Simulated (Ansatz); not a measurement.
Cartesian coordinates in Å:
```
Si -0.127 -1.197 -0.913
O 0.005 0.094 0.073
Al 0.150 1.408 1.074
Cl 0.536 1.148 3.093
Cl -0.055 3.327 0.317
H 0.313 -0.830 -2.283
H -1.544 -1.643 -0.954
H 0.722 -2.305 -0.407
```

Charge 0, multiplicity 1.

Problem. List the PBE0/def2-TZVPP orbital energies in eV (Ansatz 0.2.0). (An estimate is asked.)

Solution. Computed: Occupied: -2767.53, -2767.53, -1803.20, -1529.63, -522.91, -259.39, -259.39, -197.64, -197.64, -197.55, -197.55, -197.53, -197.53, -145.44, -115.39, -100.14, -100.08, -100.08, -75.50, -75.36, -75.34, -27.72, -23.19, -22.90, -15.99, -13.03, -11.90, -11.59, -11.42, -10.78, -10.06, -9.92, -9.66, -9.47, -9.16, -8.99. Lowest empty: -1.11, -0.57, 0.57, 1.67, 1.68, 1.77, 2.17, 2.37.
